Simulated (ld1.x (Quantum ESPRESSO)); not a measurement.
Varying the TM potential for caesium (Cs)

Base potential:

- Element: caesium
- Generator: ld1.x (Quantum ESPRESSO) 7.5
- Type: norm-conserving Troullier–Martins (Kleinman–Bylander form)
- Functional: PBE
- Relativity: fully relativistic
- Frozen core: [Xe]
- Valence charge: 1
- Reference configuration: 5d0 6s1 6p0
- Partial waves: 6s (bound): rc 3.55 bohr; 6p (bound, empty): rc 3.95 bohr; 5d (bound, empty): rc 4.20 bohr
- Local potential: all-electron potential smoothed inside 3.15 bohr (lloc = -1)
- Core correction: Bessel-smoothed model core inside 2.30 bohr

Open shells are filled in proportion to 2j + 1 (rel_dist='average').

All-electron outer shells of the reference configuration (PBE, scalar-relativistic, ld1.x):

```tsv
shell	level (eV)	outermost node (bohr)	outermost maximum (bohr)
5s	-26.73	0.82	1.54
5p	-13.52	0.89	1.79
6s	-2.09	2.11	4.80
6p	-0.74	2.61	6.72
5d	-0.38	1.06	3.51
```

Cutoffs, loose and tight: the cutoffs (Ry, on a coarse ladder) from which the occupation-weighted sum of valence levels, in a spherical-Bessel basis at the reference potential, stays within 10 and 1 mRy of its value at 400 Ry. They do not see the model core or the augmentation charge, which bear on the density cutoff. Test errors are all-electron minus pseudo excitation energies from the reference, over the configurations 5d0 6s0.5 6p0; 5d0 6s0 6p1; 5d1 6s0 6p0; 5d0.5 6s0.5 6p0. A dash means not determined; rows that change the core or the reference have their own tests. The largest error is taken over the tests solved by every variant that gives reliable tests at all: 5d0 6s0.5 6p0; 5d0.5 6s0.5 6p0; 5d1 6s0 6p0.

A true bound ghost makes a file unfit for plane-wave use even where its test errors are small: the radial tests pick states by their node count and pass the ghost by. Where a test does run into it, the solver fails or the error is huge.

```tsv
change	outcome	cutoff, loose	cutoff, tight	bound ghosts	largest test error (meV)
base	generated	6 Ry	6 Ry	s, p3/2	-4.3
all radii but the core radius scaled by about 0.86 (s 3.06, p 3.40, d 3.62 bohr); local potential all-electron potential smoothed inside 2.72 bohr (lloc = -1)	generated	8 Ry	10 Ry	p3/2, s, p1/2	-3.8
all radii but the core radius scaled by about 1.14 (s 4.04, p 4.50, d 4.78 bohr); local potential all-electron potential smoothed inside 3.58 bohr (lloc = -1)	generated	6 Ry	6 Ry	s	-4.6
all radii but the core radius scaled by about 1.21 (s 4.30, p 4.78, d 5.08 bohr); local potential all-electron potential smoothed inside 3.80 bohr (lloc = -1)	generated	6 Ry	6 Ry	none	-4.2
all radii but the core radius scaled by about 1.29 (s 4.56, p 5.08, d 5.40 bohr); local potential all-electron potential smoothed inside 4.06 bohr (lloc = -1)	generated	6 Ry	6 Ry	none	-3.0
all radii but the core radius scaled by about 1.38 (s 4.90, p 5.46, d 5.80 bohr); local potential all-electron potential smoothed inside 4.36 bohr (lloc = -1)	generated	6 Ry	6 Ry	none	-2.4
```

What comes out with this change to the base: all radii but the core radius scaled by about 0.74 (s 2.64, p 2.94, d 3.12 bohr); local potential all-electron potential smoothed inside 2.34 bohr (lloc = -1)?

outcome: generated; cutoff, loose: 30 Ry; cutoff, tight: 40 Ry; bound ghosts: p1/2, p3/2, s; largest test error (meV): -11.

What comes out with this change to the base: all radii but the core radius scaled by about 0.96 (s 3.40, p 3.80, d 4.04 bohr); local potential all-electron potential smoothed inside 3.02 bohr (lloc = -1)?

outcome: generated; cutoff, loose: 6 Ry; cutoff, tight: 8 Ry; bound ghosts: s, p3/2, p1/2; largest test error (meV): -3.7.

Reading the sweep of the scale of all radii but the core radius (base = 1) (base included, trends over the rows without a ghost): Bound ghosts are found at 0.74, 0.86, 0.96, 1, 1.14.
